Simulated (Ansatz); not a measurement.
GaH2I (SMILES [GaH2][I]) moved off its minimum; all values from Ansatz (a quantum-chemistry and plane-wave program), cores frozen in correlated methods. Elements past Kr take the def2 small-core potentials, without spin–orbit coupling.
(charge 0, multiplicity 1)
```xyz
4

Ga    -0.88653    -1.30802     0.22265
H     -0.35538    -2.17570     1.30261
H     -2.14621    -1.33763    -0.74563
I      0.44932     0.91886    -0.11696
```

Forces at MP2/def2-TZVPPD (eV/Å):

```tsv
atom	Fx	Fy	Fz
Ga1	-0.368	1.833	-1.336
H2	0.456	-0.931	0.964
H3	0.285	-0.179	0.257
I4	-0.372	-0.722	0.116
```

Give the forces (eV/Å), the total energy and the dipole at CCSD(T)/def2-TZVPPD.


| atom | Fx | Fy | Fz |
|---|---|---|---|
| Ga1 | -0.331 | 1.845 | -1.332 |
| H2 | 0.495 | -0.999 | 1.049 |
| H3 | 0.176 | -0.181 | 0.176 |
| I4 | -0.339 | -0.665 | 0.107 |
Energy -2221.3704 hartree, dipole 2.48 D.
